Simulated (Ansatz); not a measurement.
Born–Oppenheimer molecular dynamics of AlClF$_{2}$ (4 atoms, charge 0, multiplicity 1). It goes on from the last frame of an earlier run, with new velocities.

Theory: RKS B3LYP-D4/def2-SVP in Ansatz 0.2.0.

* ensemble: NVE (velocity Verlet)
* time step: 2 fs
* steps asked: 150
* starting velocities drawn for: 1500 K
* seed: 778607

First frame:

```xyz
4
Properties=species:S:1:pos:R:3
Al 0.463 0.028 0.054
F 0.453 0.268 1.659
Cl 2.001 0.698 -1.105
F -0.841 -0.734 -0.630
```

Q: How far do the bonds stretch over the last three quarters of this one trajectory? (Pairs bonded in most of those frames.)

A: 
```json
{"bond": "Al1–F2", "mean (Å)": "1.655", "spread (Å)": "0.016", "shortest": "1.62", "longest": "1.69"}
{"bond": "Al1–Cl3", "mean (Å)": "2.090", "spread (Å)": "0.050", "shortest": "2.00", "longest": "2.19"}
{"bond": "Al1–F4", "mean (Å)": "1.653", "spread (Å)": "0.021", "shortest": "1.62", "longest": "1.70"}
```

Mean temperature of the second half: 820 K. The conserved energy stayed within 0.25 meV per atom of its start (net change 0.034 meV per atom), so the integration is sound. Over the second half the temperature averaged 0.55 of the 1500 K drawn at the start: a run that starts near a minimum puts about half its kinetic energy into the potential. A run of 0.3 ps of so small a system gives no equilibrium averages.

Run time: 3.8 min on 1 thread of Arm Neoverse V2, with other jobs on the host, peak memory 0.11 GiB.
